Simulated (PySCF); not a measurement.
A calculated (UHF, PySCF 2.14, aug-cc-pVDZ-DK, the spin-free X2C one-electron Hamiltonian (Gaussian nucleus)) atom or ion has these occupied shells.

| shell | electrons | orbital energy (eV) | rms radius, mean of both spins (bohr) |
| --- | --- | --- | --- |
| 1s β | 1 | -4555.2 | 0.0844 |
| 1s α | 1 | -4555.2 | 0.0844 |
| 2s α | 1 | -539.81 | 0.370 |
| 2s β | 1 | -539.43 | 0.370 |
| 2p α | 3 | -442.60 | 0.340 |
| 2p β | 3 | -442.20 | 0.340 |
| 3s α | 1 | -86.413 | 1.15 |
| 3s β | 1 | -84.827 | 1.15 |
| 3p α | 3 | -59.089 | 1.27 |
| 3p β | 3 | -57.094 | 1.27 |
| 3d α | 1 | -24.705 | 1.73 |

**Question.** Name the element and its charge.

**Answer.** Sc²⁺ (scandium, charge +2), in [Ar] 3d1, 2D determinant.
